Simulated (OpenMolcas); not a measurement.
Pd3+ in MgO

Pd3+ with its 6 nearest oxide ions at 2.106 Å, on the Mg site of MgO (a = 4.2112 Å, distance in the model lattice 2.106 Å). The rest of the host is ab initio model potentials to 7.6 Å and point charges beyond; the distance is set by hand and nothing relaxes, and no local charge compensation is placed. Ligand basis ANO-RCC-VDZP.
```
Pd    0.0000    0.0000    0.0000
O     2.1060    0.0000    0.0000
O     0.0000    2.1060    0.0000
O    -2.1060    0.0000    0.0000
O     0.0000   -2.1060    0.0000
O     0.0000    0.0000    2.1060
O     0.0000    0.0000   -2.1060
```

| Quantity | Value |
| --- | --- |
| Program | OpenMolcas |
| Method | SS-CASPT2, IPEA 0.25 Eh, imaginary shift 0.1 Eh (closed shells correlated: 4s 4p and the ligand valence shells) |
| Basis | ANO-RCC-VTZP [7s6p4d2f1g] |
| Scalar Hamiltonian | DKH2, point nucleus |
| Active space | 7 electrons in 5 orbitals (4d) |
| State averaging | 2S+1 = 4 even, 10 roots; 2S+1 = 2 even, 40 roots |
| Spin-orbit coupling | RASSI with atomic mean-field integrals over the reference wave functions |

The lowest spin-free states (labels of O, the rotations of Oh), above the lowest:

```
   State  Degeneracy  E (cm-1)
      2E           2         0
     4T1           3     18660
2S+1 = 2           3     22040
2S+1 = 2           3     23710
2S+1 = 2           3     24650
2S+1 = 2           3     32500
2S+1 = 2           1     45260
     4T2           3     46720
2S+1 = 2           3     48630
      2E           2     49360
2S+1 = 2           3     49820
2S+1 = 2           3     52070
     4T1           3     52250
2S+1 = 2           1     52710
2S+1 = 2           3     54460
      2E           2     64000
      2E           2     76480
     4A2           1     76670
2S+1 = 2           3     77390
2S+1 = 2           3     84390
```

The lowest levels with spin-orbit coupling:

| E (cm-1) | Degeneracy | Label | 2S+1 | g |
| --- | --- | --- | --- | --- |
| 0 | 4 | Γ8 | 2 |  |
| 17320 | 2 |  | 4 | 4.03 4.03 4.03 |
| 17990 | 4 | Γ8 | 4 |  |
| 19720 | 2 |  | 4 | 1.25 1.25 1.25 |
| 19750 | 4 | Γ8 | 4 |  |
| 22110 | 4 | Γ8 | 2 |  |
| 22790 | 2 |  | 2 | 1.65 1.65 1.65 |
| 23070 | 4 | Γ8 | 2 |  |
| 24660 | 2 |  | 2 | 0.08 0.08 0.08 |
| 25040 | 2 |  | 2 | 0.59 0.59 0.59 |
| 25200 | 4 | Γ8 | 2 |  |
| 32140 | 2 |  | 2 | 1.14 1.14 1.14 |
| 33120 | 4 | Γ8 | 2 |  |
| 45530 | 2 |  | 2 | 2.06 2.06 2.06 |
| 46220 | 4 | Γ8 | 4 (90 %) |  |
| 46580 | 2 |  | 4 | 2.29 2.29 2.29 |
| 47170 | 4 | Γ8 | 4 |  |
| 47490 | 2 |  | 4 | 2.90 2.90 2.90 |
| 48640 | 4 | Γ8 | 2 |  |
| 48730 | 2 |  | 2 | 0.14 0.14 0.14 |

Powder χT (cm3 K/mol): 0.414 at 2 K, 0.414 at 10 K, 0.416 at 50 K, 0.418 at 100 K, 0.422 at 200 K, 0.426 at 300 K. The effective moment at 300 K is 2.828 √(χT) = 1.85 μB.

The lowest level has 2S+1 = 2, for which the spin-only value is χT = S(S+1) / 2 = 0.375 cm3 K/mol (g = 2). The computed 0.426 at 300 K differs by +0.051, through orbital momentum, spin-orbit coupling and any other state in reach.

Roots that are degenerate in the reference are averaged as groups; the widest CASPT2 spread within a group is 1800 cm-1 (the 3-fold group of multiplicity 2 near 32500 cm-1 above the lowest state of its run). Shifts and gaps below about the spread of the groups concerned are not significant. Over all roots computed the reference weight is 0.62 to 0.68; the roots of lowest weight are the least certain, and an intruder state may touch them. An orbital doublet at a regular site is open to a Jahn-Teller distortion, which this geometry leaves out. The least metal-like active orbital is 66 % on the metal (Löwdin) and no ligand orbital is active, so the numbers are rough, and ground spin, moment and any spin crossover can be artefacts of this space; highly charged d ions in such sites are as a rule low spin. Ligand-to-metal charge-transfer states are missing. With no ligand orbital active B as a rule stays too high, so bands that hang on it stand too high and its fall with covalency is understated. With one d shell and no ligand orbital active, 10Dq can be off by a tenth or more. The distance lies 1 % under the 2.128 Å that this model takes as the normal distance (a Shannon-type radius plus a fixed donor radius, weighted with the host); by an R⁻⁵ law this alone changes a d-shell field by about +5 %. No measured value stands beside these numbers; the geometry was set by hand and not optimised.
